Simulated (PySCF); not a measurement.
C₄H₁₁Al (SMILES [CH3][AlH][CH](C)C), singlet, geometry from GFN2-xTB (such geometries of metal compounds can be far from the true shape), with bond 12-8 at 1.8 times its length.

The PySCF input:
```python
from pyscf import gto, scf, mcscf
import numpy

mol = gto.Mole()
mol.atom = '''
    Al   -0.249109   -0.225418    1.012341
    H    -1.186581   -1.397978    1.410979
    C     0.117239    1.221832    2.325326
    H     1.184262    1.461365    2.411049
    H    -0.222014    0.933324    3.327800
    H    -0.386502    2.166406    2.088614
    C     0.444717   -0.367750   -0.883217
    C     0.344854    0.943800   -1.677287
    C    -0.378739   -1.480819   -1.551147
    H     1.503274   -0.677794   -0.927433
    H     0.744676    0.828223   -2.686246
    H    -1.524577    1.522030   -1.824634
    H     0.903314    1.736556   -1.178710
    H    -0.331047   -2.394255   -0.952505
    H    -0.018116   -1.705881   -2.555811
    H    -1.427557   -1.186948   -1.621078
'''
mol.basis = 'sto-3g'
mol.charge = 0
mol.spin = 0
mol.verbose = 4
mol.build()

mf = scf.RHF(mol)
mf.kernel()
mc = mcscf.CASSCF(mf, 6, 4)
mc.fix_spin_(ss=0.0)
mc.kernel()
occ = numpy.linalg.eigvalsh(mc.fcisolver.make_rdm1(mc.ci, mc.ncas, mc.nelecas))[::-1]
ss = mc.fcisolver.spin_square(mc.ci, mc.ncas, mc.nelecas)[0]
print('natural occupations', occ.round(4), ' <S^2>', round(ss, 4))
```

Problem. Give the total energy at the level PySCF with CASSCF(4,6)/STO-3G.

Solution. -394.9561 Eh

Problem. What is the computed natural occupations of the active orbitals (CASSCF(4,6)/STO-3G)?

Solution. 1.97, 1.72, 0.28, 0.02, 0.00, 0.00

Problem. Estimate the SCF-reference Mulliken (on the basis functions themselves) charges in atom order that CASSCF(4,6)/STO-3G returns for this input.

Solution. Al1 0.96, H2 -0.28, C3 -0.41, H4 0.02, H5 0.03, H6 0.03, C7 -0.25, C8 -0.08, C9 -0.18, H10 0.02, H11 0.05, H12 -0.10, H13 0.05, H14 0.04, H15 0.05, H16 0.05

Problem. What SCF-reference HOMO energy does CASSCF(4,6)/STO-3G give?

Solution. -7.43 eV

Problem. What nuclear repulsion energy does CASSCF(4,6)/STO-3G give?

Solution. 212.0101 Eh

Problem. Predict the SCF-reference dipole moment from CASSCF(4,6)/STO-3G.

Solution. 1.25 D
